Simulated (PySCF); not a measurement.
# How the method changes the shape and vibrations of BGeH2O2

Calculated results; nothing here was measured. They come from PySCF 2.14.0, an open-source quantum chemistry program, on an isolated molecule that a program drew, which may never have been made. The molecule is BGeH2O2 (charge 0, doublet), drawn as the SMILES string `O=[B][GeH][OH]`.

The geometry was optimised and harmonic frequencies were computed with HF and MP2, all in the cc-pVDZ basis, for the commonest isotopes, with a restricted reference for singlets and an unrestricted one otherwise, and a frozen core in MP2. Germanium has the cc-pVDZ-PP basis, with a core potential (ECP10MDF) in place of its 10 inner electrons, and its 3s, 3p and 3d shells are frozen in MP2. Each result is a local minimum of its method.

Geometry at the HF minimum:
```xyz
6
BGeH2O2, angstrom
O    -2.0389    1.6164    0.7812
B    -1.3418    0.6598    0.8605
Ge   -0.2370   -1.0946    0.9435
O     1.0673   -1.0460   -0.2604
H     0.4575   -1.2608    2.2918
H     0.8024   -0.8869   -1.1555
```

Lengths of the bonds as drawn, in Å (atoms numbered as above):
| bond | HF | MP2 |
|---|---|---|
| O1-B2 | 1.186 | 1.222 |
| B2-Ge3 | 2.075 | 2.066 |
| Ge3-O4 | 1.776 | 1.809 |
| Ge3-H5 | 1.526 | 1.534 |
| O4-H6 | 0.947 | 0.970 |

Rotational constants, in GHz:
| constant | HF | MP2 |
|---|---|---|
| A | 13.15 | 13 |
| B | 2.556 | 2.506 |
| C | 2.175 | 2.134 |

Harmonic frequencies in cm^-1, each column in rising order, so a row needn't be the same motion in every method:
```
rank    HF   MP2
   1   132   118
   2   244   247
   3   306   295
   4   394   360
   5   422   409
   6   628   589
   7   738   701
   8   756   711
   9   959   946
  10  2128     ?
  11  2242  2184
  12  4152  3838
```

**Estimate the missing MP2 frequency from the HF column.**

A single factor s that minimises the squared misfit of MP2 against s times HF over the other rows is sum(HF x MP2) / sum(HF^2) = 0.9383, with an rms misfit of 34 cm^-1. For rank 10 it gives 0.9383 x 2128 = 1997 cm^-1. The calculation gives 1901 cm^-1, 96 cm^-1 below the estimate. The drawn bonds are on average 1.5 % longer in MP2 than in HF.
